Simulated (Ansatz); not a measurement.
Coupled-cluster diagnostics for Mg₂F₂⁺, Ansatz.

Geometry of the doublet (r2SCAN-D4/def2-TZVP):

| atom | x (Å) | y (Å) | z (Å) |
| --- | --- | --- | --- |
| Mg1 | 1.035 | -0.835 | -0.514 |
| Mg2 | -1.035 | 0.835 | 0.514 |
| F3 | 0.492 | -0.090 | 1.138 |
| F4 | -0.492 | 0.090 | -1.138 |

Correlated methods freeze 4 core orbitals; core or outer-core shells of Mg are correlated, in sets that lack core-valence functions. In the quartet, F3 and F4 lie 1.94 Å apart (atoms count from 1), so these atoms are partly bonded to each other. The structure comes from a short search, and lower isomers may exist.

Geometry of the charge 1 quartet (r2SCAN-D4/def2-TZVP):

Cartesian coordinates in Å:
```
Mg -0.388 0.319 1.813
Mg 0.388 -0.319 -1.813
F 0.293 -0.896 0.221
F -0.293 0.896 -0.221
```

Task: Estimate the CCSD(T) correlation energy, the shares of MP2 and (T), T1 and the reference's ⟨S²⟩ for: charge 1, doublet, own geometry in def2-TZVPP; charge 1, quartet, own geometry in def2-TZVPP; and the rough time on 4 threads of Intel Xeon on a shared host.

Result: 
```tsv
state	basis	correlation (eV)	MP2 share (%)	(T) share (%)	T1	⟨S²⟩ (pure)	wall time	remarks
charge 1, doublet, own geometry	def2-TZVPP	-24.609	97.0	2.0	0.011	0.75 (0.75)	2.3 min	flagged by the program
charge 1, quartet, own geometry	def2-TZVPP	-23.885	94.5	2.2	0.036	3.77 (3.75)	39 s	–
```
Customary marks for T1 are 0.02 (closed shells), 0.045 (open shells) and about 0.05 (3d metals). T1 exceeds 0.02 in 1 of 2 rows and 0.045 in 0; the higher it lies, the less the single-reference result can be trusted.
